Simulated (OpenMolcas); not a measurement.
# A ladder of methods for SnH2Cl2 (SMILES [Cl][SnH2][Cl])

SnH2Cl2 has 5 atoms, charge 0, and is taken as a singlet. As SMILES, `[Cl][SnH2][Cl]`. The shape is that of a PBE0-D4/def2-TZVP optimisation.

```xyz
5

Cl   -1.7953   -0.3262    1.2065
Sn    0.1924   -0.1029    0.0386
Cl   -0.2504    1.2955   -1.7539
H     0.6022   -1.6263   -0.5821
H     1.3010    0.6863    1.0494
```

Each level gives the dipole moment (D). The values are calculated.

| level | kind | program | value (D) |
| --- | --- | --- | --- |
| PBE/def2-SVPD (core potential) | GGA | OpenMolcas | 2.58 |
| revPBE/def2-SVPD (core potential) | GGA | OpenMolcas | 2.58 |
| M06-L/def2-SVPD (core potential) | meta-GGA | OpenMolcas | 2.84 |
| r2SCAN/def2-SVPD (core potential) | meta-GGA | OpenMolcas | 2.68 |
| B3LYP/def2-SVPD (core potential) | global hybrid | OpenMolcas | 2.67 |
| BHLYP/def2-SVPD (core potential) | global hybrid | OpenMolcas | 2.81 |
| M06-2X/def2-SVPD (core potential) | hybrid meta-GGA | OpenMolcas | 2.79 |
| PBE0/def2-SVPD (core potential) | global hybrid | OpenMolcas | 2.72 |

The values span 2.58 to 2.84 D. Magnitudes only.
